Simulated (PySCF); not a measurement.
# An isoelectronic set: 132 electrons

PBE in PySCF with def2-SVP on every atom (core potentials on In, Sn, Sb, Tl, Pb, Bi), for the lowest determinant that a PBE0 search found; no spin–orbit coupling. All have 132 electrons, 8 of them in the valence shells, and the same state, a triplet (π ↑↑). For ions De leads to the atom and ion picked by measured ionisation energies and electron affinities.

```
species  difference of nuclear charges  Re (Å)  ωe (cm⁻¹)  k (mdyn/Å)  De (eV)  dissociates to  Mayer bond order
   TlSb                             30   3.042        120       0.648     1.77         Tl + Sb              1.16
   SnPb                             32   2.876        156        1.09     2.52         Sn + Pb              1.98
   InBi                             34   3.056        121       0.642     1.73         In + Bi              1.18
  SnBi⁺                             33   2.910        157        1.10      n/a        Sn + Bi⁺              1.74
```

Spin–orbit coupling is left out, which matters for elements this heavy, above all for dissociation energies. States were picked by a PBE0 search and need not be the measured ground states.
